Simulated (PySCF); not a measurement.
SMILES N#C[C@@]12C=C[C@H]3C=C[C@@H]1[C@H]32, C9H7N

Geometry:
```csv
atom,x (Å),y (Å),z (Å)
N1,3.584,0.735,-0.585
C2,2.494,0.444,-0.385
C3,1.150,0.087,-0.130
C4,0.844,-1.197,0.514
C5,-0.367,-1.623,0.153
C6,-1.078,-0.588,-0.687
C7,-1.754,0.111,0.470
C8,-1.004,1.121,0.917
C9,0.165,1.307,0.063
C10,0.026,0.382,-1.101
H11,1.536,-1.687,1.175
H12,-0.860,-2.514,0.500
H13,-1.725,-0.965,-1.474
H14,-2.654,-0.270,0.919
H15,-1.200,1.732,1.780
H16,0.639,2.275,-0.010
H17,0.196,0.661,-2.129
```

The calculation used PySCF 2.14.0, GIAO KT3/pcSseg-1 magnetisability, rotational g tensor and spin-rotation constants, non-relativistic, gas phase. Geometry: GFN2-xTB.

(1) Give the nuclear spin-rotation constants along the inertial axes (H = +C I·J) beside the isotropic shieldings.

## Answers

(1) Rotational constants 3.1702, 1.2652, 1.0876 GHz. A star marks the isotopologue with that one atom substituted, in its own axes.
```
atom  isotope  Caa (kHz)  Cbb (kHz)  Ccc (kHz)  mean (kHz)  σ (ppm)
  N1      14N      0.084      0.263      0.228       0.191     -8.7
 H11       1H     -0.216     -0.061     -0.020      -0.099     26.8
 H12       1H     -0.136      0.019     -0.100      -0.072     25.9
 H13       1H     -0.220     -0.119     -0.004      -0.114     28.6
 H14       1H      0.262     -0.142     -0.097       0.008     25.8
 H15       1H     -0.311     -0.031     -0.010      -0.117     26.6
 H16       1H     -0.198      0.012     -0.118      -0.101     28.1
 H17       1H     -0.314     -0.138      0.041      -0.137     28.6
  C2     13C*      0.014      0.542      0.472       0.343     71.7
  C3     13C*      0.631      0.224      0.169       0.342    145.5
  C4     13C*      0.940      0.435      0.258       0.544     70.0
  C5     13C*      0.790      0.490      0.321       0.533     57.9
  C6     13C*      0.616      0.249      0.237       0.367    128.5
  C7     13C*      1.322      0.273      0.330       0.641     57.1
  C8     13C*      1.079      0.363      0.267       0.570     70.4
  C9     13C*      0.510      0.331      0.200       0.347    129.3
 C10     13C*      0.466      0.238      0.300       0.335    128.5
```
For the geometry as given, no vibrational averaging.
